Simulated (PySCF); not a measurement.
CH₄FGeNSi.
SMILES: `N#C[Si@@H](F)[GeH3]`

Computed with PBE0-D3(BJ)/def2-SVP geometry optimisation, gas phase (PySCF 2.14.0).

Masses are those of the commonest isotopes; rigid-rotor values at the optimised geometry. 

Task: What are A, B and C (MHz)?

Result: Ia = 143.12, Ib = 370.10, Ic = 477.93 u·Å²; 505379 MHz·u·Å²/I gives A = 3531, B = 1366, C = 1057 MHz.

Task: Classify the top.

Result: An asymmetric top. Ray's parameter κ = (2B − A − C)/(A − C) = -0.751; −1 is the prolate and +1 the oblate limit.

Task: What does the inertial defect say?

Result: Not planar: Δ = Ic − Ia − Ib = -35.28 u·Å². For a rigid frame Δ = −2 Σ m c², so Σ m c² = 17.64 u·Å² lies off the ab plane: 6.77 from hydrogen and 10.87 from heavier atoms. The atom farthest from that plane is 1.91 Å away.

Task: Predict some low-J microwave lines.

Result: The dipole components are |μa| = 2.96 D, |μb| = 0.92 D, |μc| = 1.31 D. Intensities carry the squares of the components, which stand as 1.00 : 0.10 : 0.20 (a : b : c). Some lines, for components of 0.1 D or more:

```tsv
type	branch	J(Ka,Kc)	MHz	lower level (cm⁻¹)
c	Q	4(1,4) ← 4(0,4)	1146	0.794
b	Q	1(1,0) ← 1(0,1)	2474	0.081
b	Q	3(1,2) ← 3(0,3)	3375	0.480
b	Q	4(1,3) ← 4(0,4)	4213	0.794
a	R	2(0,2) ← 1(0,1)	4815	0.081
c	Q	3(2,2) ← 3(1,2)	6055	0.592
b	Q	3(2,1) ← 3(1,2)	6206	0.592
a	R	3(2,1) ← 2(2,0)	7389	0.553
b	Q	4(2,3) ← 4(1,4)	8550	0.832
b	Q	5(2,4) ← 5(1,5)	9368	1.206
b	Q	5(3,2) ← 5(2,3)	10927	1.551
b	Q	3(3,0) ← 3(2,1)	11468	0.799
b	R	2(2,1) ← 1(1,0)	11651	0.163
c	R	4(1,3) ← 3(0,3)	13616	0.480
c	R	3(2,1) ← 2(1,1)	13917	0.335
b	R	4(2,2) ← 3(1,3)	18010	0.531
b	R	3(3,0) ← 2(2,1)	18888	0.552
c	Q	5(5,1) ← 5(4,1)	20814	2.453
b	R	5(2,3) ← 4(1,4)	21574	0.832
b	R	5(3,2) ← 4(2,3)	23951	1.117
c	R	4(4,0) ← 3(3,0)	25934	1.182
```

Not checked by PBE0-D3(BJ)/def2-SVP frequencies. These are rigid-rotor constants of the computed structure; measured ground-state constants (B0) also hold zero-point vibration. A rigid rotor knows nothing of internal rotation, which can split or shift real lines. Quadrupole hyperfine structure (14N) is left out.

Time: 58 s wall; peak memory 0.47 GiB. Hardware: one thread of an Arm Neoverse V1, shared host. These figures are those of the optimisation.
